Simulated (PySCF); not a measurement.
# Bond curve of ScH

Set-up: Sc def2-TZVPP, H def2-TZVPP; no relativity (PySCF 2.14). Energies in eV from Sc (3d1 4s2) + H in their ground configurations at the same level. State: ³Δ (triplet), unpaired electrons σ ↑, δ ↑.

All columns are r²SCAN. A positive dipole means Sc(−)H(+).

```csv
R (Å),E (eV),μ (D),Mulliken charge on Sc (basis-dependent),HOMO (eV),LUMO (eV),Mayer bond order,⟨S²⟩
1.590,-2.375,-2.27,0.21,-2.88,-1.81,0.99,2.01
1.664,-2.562,-2.46,0.22,-2.99,-1.89,0.98,2.01
1.738,-2.670,-2.66,0.22,-3.10,-1.98,0.97,2.01
1.794,-2.709,-2.81,0.23,-3.18,-2.04,0.97,2.01
1.849,-2.719,-2.96,0.23,-3.25,-2.10,0.96,2.01
1.905,-2.705,-3.12,0.23,-3.33,-2.16,0.96,2.01
1.978,-2.656,-3.33,0.23,-3.42,-2.24,0.96,2.01
2.071,-2.557,-3.61,0.23,-3.53,-2.33,0.95,2.01
2.182,-2.401,-3.93,0.23,-3.65,-2.44,0.95,2.01
2.330,-2.153,-4.37,0.24,-3.80,-2.61,0.95,2.01
```

A fit through these points gives, at Re = 1.843 Å, μ = -2.95 D and dμ/dR = -2.82 D/Å; the reduced mass is 0.9857 u.

**Question.** How strong is the fundamental in the double-harmonic approximation, I = 42.26·(dμ/dR)²/μred km/mol?

**Answer.** I = 42.26·(-2.82)²/0.9857 = 341 km/mol at r²SCAN.

The metal atom is held in its measured ground configuration; semilocal functionals can put another filling of s and d lower by some tenths of an eV, and De to that atom would be smaller. With d or f electrons several states lie close, and the lowest PBE0 determinant need not be the measured ground state.
